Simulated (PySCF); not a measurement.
Computed with B3LYP-D3(BJ)/def2-TZVP // TPSS-D3(BJ)/def2-SVP (PySCF). All species are isolated molecules in the gas phase. One relaxed conformer stands for a flexible species; it need not be the lowest. B3LYP has the VWN-RPA correlation part, as in Gaussian. 

Reference species: [Zr(Cl)4] (neutral, multiplicity 1).

| Quantity | Result |
|---|---|
| coordination number | 4 |
| charge on the central atom (Mulliken) | 1.32 e |

Changed species: [Zr(NH2)4] (4 of 4 Cl replaced by NH2; the reference has 0 of 4 Cl replaced by NH2).

What does the change do to the coordination number and charge on the central atom (Mulliken)?

the coordination number stays essentially unchanged; the charge on the central atom (Mulliken) goes up by 0.38 e, to 1.70 e.
